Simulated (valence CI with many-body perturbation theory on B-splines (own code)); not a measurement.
## Os XXVIII: electric-dipole lines

Calculated by valence CI with perturbative core correlation (CI+MBPT): three valence electrons over a frozen Dirac-Fock core [Kr] 4d10, radial functions for each j: 8 s, 8 p, 9 d, 9 f, 6 g, 3 h, 2 i, with the one-electron correlation potential Σ1 (screened to all orders), the two-electron term Σ2, the three-electron term Σ3, Breit, model QED; selected single and double excitations, second order for the rest (own B-spline code, finite nucleus).

The last digits are not significant, and no measured levels were compared; by estimate large intervals hold to a few tenths of a per cent, small ones and those within an open d or f shell to about a per cent. Core correlation moves these levels by up to 50000 cm⁻¹, and in measured spectra 5 to 20 % of such shifts remained as error; rates that hang on mixing are uncertain with them.

Lines 51 to 100 of 181 in falling wavelength, among levels below 1266300 cm⁻¹, chosen from the strongest by gf and those to the six lowest levels. Wavelengths and rates use the calculated energies. Electric multipoles are in the length gauge, E1 and E2 with the static RPA response of the core. Weak lines are less certain than strong ones. Lines between different terms over intervals too small for the method are left out, as are lines whose strength nearly cancels. Where a level lies close to another of its J and parity, the split of strength between their lines is uncertain. The highest levels of a list are the least certain.

Levels are named by their leading jj configuration (3d3/2^4 stands for four electrons in 3d with j = 3/2), which in mixed levels can hold well under half, so a name can repeat and another be missing. Letters in brackets count levels of one name in rising energy.

| λ vac (Å) | Upper | Lower | A (s⁻¹) | S (a.u.) with core polarisation | S without |
| --- | --- | --- | --- | --- | --- |
| 94.13 | (4f5/2 4f7/2 5s) J=7/2 [a] | (4f5/2^2 4f7/2) J=5/2 [b] | 2.16e+05 | 7.10e-07 | 4.36e-07 |
| 94.06 | (4f7/2^2 5s) J=5/2 | (4f7/2^3) J=5/2 | 1.76e+05 | 4.34e-07 | 6.94e-07 |
| 94.04 | (4f7/2^2 5s) J=11/2 | (4f7/2^3) J=9/2 [a] | 1.09e+05 | 5.38e-07 | 4.32e-07 |
| 93.92 | (4f7/2^2 5s) J=11/2 | (4f5/2 4f7/2^2) J=11/2 [b] | 1.69e+04 | 8.28e-08 | 1.04e-08 |
| 93.91 | (4f5/2 4f7/2 5s) J=7/2 [a] | (4f5/2 4f7/2^2) J=9/2 [b] | 8.79e+04 | 2.88e-07 | 1.01e-07 |
| 93.90 | (4f5/2^2 5s) J=7/2 | (4f5/2^2 4f7/2) J=9/2 | 4.21e+03 | 1.38e-08 | 2.22e-08 |
| 93.87 | (4f5/2^2 5s) J=5/2 | (4f5/2^2 4f7/2) J=7/2 [b] | 9.55e+04 | 2.34e-07 | 7.13e-08 |
| 93.72 | (4f7/2^2 5s) J=13/2 | (4f5/2^2 4f7/2) J=11/2 [b] | 7.27e+04 | 4.14e-07 | 1.73e-07 |
| 93.61 | (4f7/2^2 5s) J=9/2 | (4f5/2 4f7/2^2) J=7/2 [b] | 1.27e+05 | 5.15e-07 | 2.31e-07 |
| 93.59 | (4f5/2 4f7/2 5s) J=3/2 [a] | (4f5/2 4f7/2^2) J=3/2 [b] | 6.21e+04 | 1.01e-07 | 1.36e-07 |
| 93.57 | (4f5/2 4f7/2 5s) J=9/2 [a] | (4f5/2 4f7/2^2) J=11/2 [a] | 9.17e+04 | 3.71e-07 | 5.26e-08 |
| 93.56 | (4f5/2 4f7/2 5s) J=9/2 [b] | (4f5/2 4f7/2^2) J=7/2 [a] | 9.42e+04 | 3.81e-07 | 4.06e-07 |
| 93.54 | (4f5/2 4f7/2 5s) J=5/2 [a] | (4f5/2^2 4f7/2) J=5/2 [b] | 5.16e+04 | 1.25e-07 | 1.05e-07 |
| 93.42 | (4f7/2^2 5s) J=3/2 | (4f7/2^3) J=5/2 | 5.27e+04 | 8.48e-08 | 1.25e-07 |
| 93.40 | (4f5/2^2 5s) J=9/2 | (4f5/2^2 4f7/2) J=9/2 | 1.79e+04 | 7.22e-08 | 4.18e-07 |
| 93.26 | (4f5/2^2 5s) J=1/2 | (4f5/2 4f7/2^2) J=1/2 | 1.74e+05 | 1.39e-07 | 4.73e-08 |
| 93.24 | (4f5/2^2 5s) J=3/2 | (4f5/2^2 4f7/2) J=5/2 [a] | 1.15e+05 | 1.83e-07 | 8.93e-08 |
| 93.19 | (4f5/2 4f7/2 5s) J=5/2 [a] | (4f5/2 4f7/2^2) J=7/2 [a] | 5.50e+04 | 1.32e-07 | 1.54e-08 |
| 93.14 | (4f5/2^2 5s) J=3/2 | (4f5/2^2 4f7/2) J=3/2 [a] | 5.33e+04 | 8.50e-08 | 2.52e-08 |
| 92.87 | (4f5/2 4f7/2 5s) J=5/2 [a] | (4f5/2 4f7/2^2) J=3/2 [a] | 3.20e+04 | 7.60e-08 | 3.57e-07 |
| 92.85 | (4f7/2^2 5s) J=11/2 | (4f5/2^2 4f7/2) J=11/2 [b] | 1.36e+05 | 6.44e-07 | 8.41e-07 |
| 92.83 | (4f5/2 4f7/2 5s) J=9/2 [a] | (4f5/2^2 4f7/2) J=7/2 [b] | 3.26e+04 | 1.29e-07 | 3.22e-08 |
| 92.82 | (4f5/2^2 5s) J=5/2 | (4f5/2^2 4f7/2) J=5/2 [a] | 5.60e+04 | 1.33e-07 | 1.37e-08 |
| 92.68 | (4f7/2^2 5s) J=9/2 | (4f7/2^3) J=9/2 [a] | 7.14e+04 | 2.80e-07 | 3.27e-07 |
| 92.55 | (4f5/2 4f7/2 5s) J=9/2 [b] | (4f5/2 4f7/2^2) J=9/2 [a] | 1.70e+05 | 6.65e-07 | 7.54e-07 |
| 92.51 | (4f5/2^2 5s) J=3/2 | (4f5/2^3) J=5/2 | 2.41e+05 | 3.77e-07 | 7.62e-08 |
| 92.16 | (4f5/2 4f7/2 5s) J=7/2 [a] | (4f5/2^2 4f7/2) J=7/2 [b] | 2.97e+04 | 9.17e-08 | 3.15e-08 |
| 92.16 | (4f7/2^2 5s) J=7/2 | (4f7/2^3) J=9/2 [a] | 2.45e+05 | 7.56e-07 | 1.49e-07 |
| 92.11 | (4f5/2^2 5s) J=5/2 | (4f5/2^3) J=5/2 | 2.50e+05 | 5.80e-07 | 2.75e-07 |
| 92.04 | (4f7/2^2 5s) J=11/2 | (4f5/2 4f7/2^2) J=9/2 [b] | 4.91e+04 | 2.27e-07 | 2.20e-07 |
| 91.90 | (4f7/2^2 5s) J=13/2 | (4f5/2 4f7/2^2) J=11/2 [a] | 9.41e+04 | 5.04e-07 | 2.80e-07 |
| 91.88 | (4f5/2 4f7/2 5s) J=5/2 [b] | (4f5/2^2 4f7/2) J=3/2 [b] | 4.05e+04 | 9.29e-08 | 4.20e-08 |
| 91.88 | (4f5/2 4f7/2 5s) J=13/2 | (4f5/2 4f7/2^2) J=13/2 [b] | 8.88e+05 | 4.76e-06 | 1.57e-06 |
| 91.78 | (4f5/2 4f7/2 5s) J=11/2 [b] | (4f5/2 4f7/2^2) J=13/2 [b] | 1.32e+05 | 6.06e-07 | 6.22e-07 |
| 91.78 | (4f5/2 4f7/2 5s) J=9/2 [a] | (4f5/2^2 4f7/2) J=7/2 [a] | 4.81e+04 | 1.83e-07 | 2.83e-07 |
| 91.59 | (4f5/2 4f7/2 5s) J=5/2 [a] | (4f5/2^2 4f7/2) J=7/2 [b] | 1.89e+05 | 4.31e-07 | 1.16e-07 |
| 91.58 | (4f7/2^2 5s) J=5/2 | (4f5/2 4f7/2^2) J=5/2 [b] | 4.99e+04 | 1.13e-07 | 1.96e-08 |
| 91.52 | (4f5/2 4f7/2 5s) J=7/2 [b] | (4f5/2^2 4f7/2) J=7/2 [b] | 3.33e+04 | 1.01e-07 | 8.61e-08 |
| 91.28 | (4f5/2^2 5s) J=9/2 | (4f5/2^2 4f7/2) J=11/2 [a] | 4.44e+04 | 1.66e-07 | 8.55e-08 |
| 91.15 | (4f5/2 4f7/2 5s) J=7/2 [a] | (4f5/2^2 4f7/2) J=5/2 [a] | 6.01e+04 | 1.80e-07 | 1.32e-07 |
| 91.13 | (4f5/2 4f7/2 5s) J=7/2 [a] | (4f5/2^2 4f7/2) J=7/2 [a] | 3.78e+05 | 1.13e-06 | 8.00e-07 |
| 91.11 | (4f5/2^2 5s) J=3/2 | (4f5/2^3) J=3/2 | 3.22e+05 | 4.81e-07 | 1.42e-07 |
| 91.06 | (4f7/2^2 5s) J=11/2 | (4f5/2 4f7/2^2) J=11/2 [a] | 4.92e+04 | 2.20e-07 | 1.06e-07 |
| 91.06 | (4f5/2 4f7/2 5s) J=11/2 [a] | (4f5/2^2 4f7/2) J=9/2 | 1.34e+05 | 5.98e-07 | 6.66e-07 |
| 91.01 | (4f5/2 4f7/2 5s) J=3/2 [b] | (4f5/2 4f7/2^2) J=5/2 [a] | 2.94e+05 | 4.37e-07 | 7.95e-08 |
| 90.97 | (4f7/2^2 5s) J=3/2 | (4f5/2 4f7/2^2) J=5/2 [b] | 2.30e+05 | 3.41e-07 | 2.48e-07 |
| 90.94 | (4f5/2 4f7/2 5s) J=11/2 [b] | (4f7/2^3) J=9/2 [a] | 1.54e+04 | 6.86e-08 | 6.37e-07 |
| 90.93 | (4f7/2^2 5s) J=11/2 | (4f5/2 4f7/2^2) J=9/2 [a] | 2.82e+04 | 1.25e-07 | 6.81e-08 |
| 90.92 | (4f5/2 4f7/2 5s) J=13/2 | (4f5/2 4f7/2^2) J=11/2 [b] | 5.91e+04 | 3.07e-07 | 1.59e-07 |
| 90.89 | (4f5/2 4f7/2 5s) J=3/2 [a] | (4f5/2^2 4f7/2) J=5/2 [b] | 7.46e+05 | 1.11e-06 | 2.65e-07 |
